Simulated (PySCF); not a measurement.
**Charge on either side of a bond**

Species: C3H3F3S2.
Numbering: `[CH3:1][C:2](=[S:3])[S:4][C:5]([F:6])([F:7])[F:8]` (hydrogens: H9, H10, H11 on C1)

Structure used (GFN2-xTB), in Å, numbered top down from 1:
```xyz
11
C3H3F3S2 angstrom
C     -2.0561    0.2766   -0.0785
C     -0.6723   -0.2515   -0.2013
S     -0.2771   -1.6076   -0.9835
S      0.4925    0.8243    0.6029
C      2.1105    0.0176    0.2615
F      2.1835   -1.2053    0.7665
F      3.0592    0.7506    0.8370
F      2.3786   -0.0451   -1.0354
H     -2.1761    0.8654    0.8290
H     -2.2692    0.9230   -0.9319
H     -2.7681   -0.5454   -0.0922
```

Atomic charges (e) from the PBE0/pcSseg-1 density (PySCF):

```csv
atom,Mulliken,IAO,Hirshfeld,ESP-fitted
C1,-0.1495,-0.4375,-0.1197,-0.5471
C2,-0.4832,-0.1647,+0.0222,+0.1760
S3,+0.0213,-0.0479,-0.1123,-0.1501
S4,+0.1770,+0.1754,+0.0360,-0.1211
C5,+0.6793,+0.7212,+0.2467,+0.4509
F6,-0.2290,-0.2526,-0.0801,-0.1408
F7,-0.2450,-0.2632,-0.0844,-0.1159
F8,-0.2305,-0.2539,-0.0814,-0.1413
H9,+0.1374,+0.1593,+0.0500,+0.2270
H10,+0.1659,+0.1824,+0.0638,+0.2024
H11,+0.1564,+0.1814,+0.0591,+0.1600
```

Cut each of the bonds C1–C2, S4–C2 and C5–S4 in turn and sum the charges on the side of the atom named first.

In e; the other side holds the opposite charge:

```
bond cut  piece  atoms  Mulliken     IAO  Hirshfeld  ESP-fitted
   C1–C2    CH3      4    +0.310  +0.086     +0.053      +0.042
   S4–C2   CF3S      5    +0.152  +0.127     +0.037      -0.068
   C5–S4    CF3      4    -0.025  -0.049     +0.001      +0.053
```

Extremes among these pieces. Mulliken: lowest CF3 at C5, highest CH3 at C1; IAO: lowest CF3 at C5, highest CF3S at S4; Hirshfeld: lowest CF3 at C5, highest CH3 at C1; ESP-fitted: lowest CF3S at S4, highest CF3 at C5.

Do the schemes agree better on the pieces than on the single atoms at the cuts?

The spread between schemes averages 0.196 e for the pieces and 0.400 e for the atoms named first; it is smaller for the piece at 3 of the 3 cuts. On average they agree better on the pieces. The sign differs between schemes (beyond ±0.03 e) for CF3S at S4 and CF3 at C5.

The structure is a single GFN2-xTB conformer in the gas phase; no vibrational or solvent corrections.
